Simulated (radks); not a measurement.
Values are calculated unless marked as measured or tabulated.
Neutral palladium inside a hard spherical wall (all orbitals vanish at R), configuration held at [Kr] 4d10 and not refilled when levels cross. Code: a radial shooting solver on a logarithmic mesh with Libxc functionals. Model: scalar-relativistic Kohn-Sham, PBE, spin-polarised, spherical densities, finite nucleus; Fermi nuclear charge, rms radius 4.5318 fm. Eigenvalues in eV for spin up, with the zero of energy where the potential of the charges vanishes at infinity; a dash marks a level that is unbound or too diffuse for the functional's potential to be trusted. A positive occupied level is held by the wall or, in an anion where self-interaction has pushed it up, behind a barrier. The pressure on the wall is -dE/dV.

| R (bohr) | E (hartree) | kinetic (hartree) | e(3d) | e(4s) | e(4p) | e(4d) | e(5s, empty) | e(5p, empty) | pressure (GPa) |
|---|---|---|---|---|---|---|---|---|---|
| free | -5045.79436 | 5233.519 | -325.51 | -85.327 | -51.199 | -4.048 | -3.321 | - | 0 |
| 20 | -5045.79436 | 5233.519 | -325.51 | -85.327 | -51.199 | -4.048 | -3.321 | - | < 0.0001 |
| 12 | -5045.79435 | 5233.519 | -325.50 | -85.325 | -51.197 | -4.046 | -3.318 | -0.175 | 0.000211 |
| 10 | -5045.79425 | 5233.520 | -325.49 | -85.311 | -51.183 | -4.033 | -3.296 | 0.020 | 0.00311 |
| 8 | -5045.79317 | 5233.528 | -325.39 | -85.217 | -51.090 | -3.949 | -3.154 | 0.578 | 0.0519 |
| 7 | -5045.79039 | 5233.547 | -325.21 | -85.044 | -50.920 | -3.796 | -2.903 | 1.226 | 0.231 |
| 4 | -5045.58638 | 5234.525 | -320.11 | -80.389 | -46.432 | 0.389 | 4.335 | 12.404 | 45.5 |
| 3.5 | -5045.34324 | 5235.558 | -316.32 | -77.144 | -43.341 | 3.471 | 10.253 | 20.300 | 139 |
| 2.5 | -5043.05333 | 5244.834 | -295.35 | -61.065 | -27.777 | 20.895 | 49.119 | 67.505 | 2130 |
| 2 | -5037.24248 | 5267.545 | -263.29 | -38.493 | -4.368 | 48.909 | 118.50 | 144.83 | 12500 |
| 1.5 | -5011.73363 | 5355.261 | -181.71 | 26.859 | 66.829 | 132.01 | 330.79 | 367.18 | 108000 |
